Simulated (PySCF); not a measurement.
CH7ClOSi2, SMILES [SiH3]CO[SiH2]Cl. Geometry optimised at PBE0-D3(BJ)/def2-SVP. This is a generated structure with no PubChem entry under its InChIKey; it may be hypothetical. The values are those of a single conformer.

Task: Give the equilibrium geometry at PBE0-D3(BJ)/def2-SVP (PySCF confirms it by a frequency run) as Cartesian coordinates in Å. (Estimate from the structure and the level; the computed values follow.)

Result: This is not unique; one that fits is 
```xyz
12

Si    -2.5274     0.7897    -0.2949
C     -0.9275     0.1141    -1.0721
O     -0.3647    -0.9186    -0.2812
Si     0.8034    -0.7351     0.8699
Cl     2.4278     0.2569     0.0538
H     -3.0902     1.8604    -1.1738
H     -2.2300     1.3606     1.0534
H     -3.5224    -0.3125    -0.1467
H     -1.1548    -0.3043    -2.0672
H     -0.2037     0.9329    -1.2436
H      1.2073    -2.0990     1.2805
H      0.3398     0.0940     2.0155
```
